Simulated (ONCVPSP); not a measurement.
# u(r) = r·R(r): atom against pseudo-atom (praseodymium)

Columns: radius, all-electron u(r) and pseudo u(r) of the 5p shell (level -47.19 eV) of praseodymium in the configuration [Kr] 4d10 4f2 5s2 5p6; LDA (Perdew-Zunger), scalar-relativistic, ONCV scheme, ONCVPSP 4.0.1.

```
r (bohr)  all-electron  pseudo
   0.132        0.1537  0.0181
   0.265        0.1738  0.0711
   0.398       -0.3138  0.1540
   0.530       -0.4719  0.2582
   0.663       -0.2934  0.3757
   0.795        0.0234  0.4947
   0.928        0.3422  0.6071
   1.060        0.5946  0.7029
   1.193        0.7675  0.7773
   1.325        0.8645  0.8254
   1.458        0.9015  0.8468
   1.590        0.8936  0.8424
   1.723        0.8546  0.8154
   1.855        0.7965  0.7706
   1.988        0.7271  0.7124
   2.120        0.6537  0.6468
   2.252        0.5803  0.5778
   2.385        0.5091  0.5085
   2.518        0.4425  0.4425
   2.650        0.3821  0.3821
   2.782        0.3278  0.3278
   2.915        0.2792  0.2792
   3.048        0.2365  0.2365
   3.180        0.1997  0.1997
   3.312        0.1679  0.1679
   3.445        0.1405  0.1405
```

Problem. How many radial nodes do the two functions have?

Solution. The all-electron 5p function has n − l − 1 = 3 (the table is too coarse to show those close to the nucleus); the pseudo-wave has 0, since the states of the same l below it are removed with the core.

Problem. At about which radius was the pseudo-wave matched?

Solution. 2.65 bohr, where the columns begin to agree (steps of 0.13 bohr).

Problem. Where does each function peak?

Solution. Outermost all-electron maximum near 1.46 bohr, pseudo maximum near 1.46 bohr (to the table’s step).

Problem. Is the pseudo-wave norm-conserving?

Solution. Yes: the ONCV scheme keeps the norm inside the radius equal to the all-electron one, which fixes the energy derivative of the logarithmic derivative at the level.
